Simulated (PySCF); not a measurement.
Species: C10H8N2.
Numbering: `[cH:1]1[cH:2][cH:3][c:4](-[c:5]2[cH:6][cH:7][cH:8][cH:9][n:10]2)[n:11][cH:12]1`

Probes without a nucleus sit at each ring's centroid and 1 Å off its mean plane on both sides; NICS is minus the shielding there, NICSzz its component along the normal. Level: GIAO PBE0/pcSseg-1 (PySCF, non-relativistic, gas phase) on the GFN2-xTB geometry, one conformer.

Ring bond lengths (Å), with Mayer bond orders in brackets: C1–C2 1.387 (1.42), C2–C3 1.382 (1.44), C3–C4 1.396 (1.33), C4–N11 1.332 (1.46), N11–C12 1.318 (1.51), C12–C1 1.388 (1.39); C5–C6 1.396 (1.33), C6–C7 1.382 (1.44), C7–C8 1.387 (1.42), C8–C9 1.388 (1.39), C9–N10 1.318 (1.51), N10–C5 1.332 (1.46).

Problem. What do the NICS probes read (ppm)?

Solution. 
```tsv
ring	type	NICS(0)	NICS(1), two faces	NICS(1)zz, two faces	rms pucker (Å)	centre to ring atoms, mean (Å)
C1–C2–C3–C4–N11–C12	6-membered ring with N; formal bonds all aromatic	-5.8	-10.2 / -10.2	-25.1 / -25.1	0.00	1.37
C5–C6–C7–C8–C9–N10	6-membered ring with N; formal bonds all aromatic	-5.8	-10.2 / -10.2	-25.1 / -25.1	0.00	1.37
```

Problem. What do they say, and how far can they be read as aromaticity?

Solution. 
- C1–C2–C3–C4–N11–C12: mean NICS(1)zz -25.1 ppm, shielded, aromatic by this magnetic criterion (flat ring, no four-coordinate atom).
- C5–C6–C7–C8–C9–N10: mean NICS(1)zz -25.1 ppm, shielded, aromatic by this magnetic criterion (flat ring, no four-coordinate atom).

Problem. How equal are the bonds by HOMA? HOMA takes Krygowski's 1993 parameters.

Solution. 
- C1–C2–C3–C4–N11–C12: HOMA 0.99; the largest term is that of N11–C12, α(R − Ropt)² = 0.02. The geometric and the magnetic index point the same way.
- C5–C6–C7–C8–C9–N10: HOMA 0.99; the largest term is that of C9–N10, α(R − Ropt)² = 0.02. The geometric and the magnetic index point the same way.

Problem. What field does 14.1 T along the ring normal induce along that normal at the first NICS(1) probe listed for ring C5–C6–C7–C8–C9–N10, 1 Å off the ring?

Solution. NICSzz × B0 = -25.1 ppm × 14.1 T = -354 μT, against the applied field.

Problem. Give the inner angles of the rings and the Hirshfeld charges of the ring atoms.

Solution. 
- C1–C2–C3–C4–N11–C12: C1 118.1° (-0.053 e), C2 118.8° (-0.030 e), C3 118.7° (-0.049 e), C4 122.3° (+0.053 e), N11 118.5° (-0.144 e), C12 123.6° (+0.015 e); sum 720.0° against 720° for a flat convex ring.
- C5–C6–C7–C8–C9–N10: C5 122.3° (+0.053 e), C6 118.7° (-0.049 e), C7 118.8° (-0.030 e), C8 118.1° (-0.053 e), C9 123.6° (+0.015 e), N10 118.5° (-0.144 e); sum 720.0° against 720° for a flat convex ring.

Problem. How shielded are the nuclei of the rings and their hydrogens (means over atoms taken as equivalent)?

Solution. 
```csv
atoms,environment,σ isotropic (ppm),"principal values of the symmetric part, first atom (ppm)"
C1 (×2),aromatic CH carbon,58.0,"-54.6, 52.0, 176.5"
C2 (×2),aromatic CH carbon,44.0,"-71.2, 23.6, 179.7"
C3 (×2),aromatic CH carbon,59.7,"-49.1, 41.8, 186.4"
C4 (×2),substituted aromatic carbon,25.9,"-74.7, 11.8, 140.7"
C9 (×2),aromatic CH next to a ring nitrogen,32.4,"-75.3, 27.6, 144.9"
N10 (×2),pyridine-type nitrogen,-75.9,"-374.5, -153.3, 300.0"
H on C1 (×2),aromatic hydrogen,24.30,"21.8, 23.9, 27.3"
H on C2 (×2),aromatic hydrogen,23.59,"20.3, 23.6, 26.9"
H on C3 (×2),aromatic hydrogen,22.42,"16.8, 22.2, 28.2"
H on C9 (×2),aromatic hydrogen,22.71,"18.2, 23.3, 26.6"
```

On x86-64 server, one thread, on a shared host, this took 1.7 min of wall time. This is the whole shielding run at PBE0/pcSseg-1, SCF included.

The values belong to the conformer `[cH:1]1[cH:2][cH:3][c:4](-[c:5]2[cH:6][cH:7][cH:8][cH:9][n:10]2)[n:11][cH:12]1`: C3–C4–C5–C6 180°.
